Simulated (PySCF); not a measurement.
Structure from NMR data

The spectra below were simulated for a compound C7H8.

1H NMR (600 MHz, computed): δ 7.56 (m, 2H), 7.49 (m, 2H), 7.43 (m, 1H), 2.51 (s, 3H).

13C{1H} NMR (computed): δ 143.4 (C), 134.3 (CH), 134.0 (CH), 130.7 (CH), 24.3 (CH3).

Computational details: PBE0/pcSseg-1 with gauge-including orbitals, GFN2-xTB structure, in PySCF 2.14 (no relativistic terms, rapidly exchanging positions averaged, gas phase, one computed conformer).

δ = σ(ref) − σ, references computed at the same level: 1H and 13C vs TMS.

Which candidate is it?
A. C1=CC2(C=C1)CC2
B. C#C[C@@H]1C[C@@H]1C=C
C. Cc1ccccc1

Results:

C. 

The formula gives 4 degrees of unsaturation (1 ring in the answer). 5 carbon signals for 7 carbons: some carbons are equivalent by symmetry or fast rotation. Carbon types of the structure: 1 × C, 5 × CH, 1 × CH3, which accounts for all hydrogens. δC 143.4: substituted aromatic carbon. δC 134.3, 134.0, 130.7: aromatic CH; the aromatic region. δC 24.3: methyl carbon on an aromatic ring; aliphatic region, no heteroatom directly attached. δH 7.56, 7.49, 7.43: hydrogen on an aromatic CH; it sits in the deshielding region of the aromatic ring current. δH 2.51: hydrogen on a methyl carbon on an aromatic ring; benzylic-type position, deshielded by the ring.

The others: C#C[C@@H]1C[C@@H]1C=C would give 7 carbon signals, not 5; C1=CC2(C=C1)CC2 would give 4 carbon signals, not 5.

Shifts are as computed. Against solution values, carbons near 30 ppm lie about +3 ppm off and those near 130 ppm about +5 ppm. Of 1211 compounds with measured shifts, 218 miss one by over three times the rms of a fit or turn the order of signals round; such compounds aren't used in these exercises. No couplings were computed; multiplicities are counted from neighbouring protons, with m where these are inequivalent, close in shift, in a saturated or five-membered ring or joined by F or P, and br s for small geminal =CH2 splittings.
